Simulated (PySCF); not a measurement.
tetrafluoroborate (BF4), SMILES F[B-](F)(F)F, charge -1. Atoms are numbered in the order given.

```xyz
5

F      0.8227    -0.8227     0.8227
B      0.0000     0.0000     0.0000
F     -0.8227    -0.8227    -0.8227
F     -0.8227     0.8227     0.8227
F      0.8227     0.8227    -0.8227
```
Charge -1, spin multiplicity 1.

Geometry: PBE-D3(BJ)/def2-SVPD.

Level of theory: PBE-D3(BJ)/def2-SVPD run with PySCF.

No scaling factor is applied to the harmonic values.

Modes within 1.5 cm⁻¹ of each other (mostly degenerate sets) share a row, with their intensities summed.

Computed normal modes with their intensities:
```csv
mode,ν (cm⁻¹),IR (km/mol),moving atoms (share of kinetic energy)
1–2,327,0.0,F 100 %
3–5,485,3.6,F 94 %
6,716,0.0,F 100 %
7–9,1023,1235.8,"B 81 %, F 19 %"
```
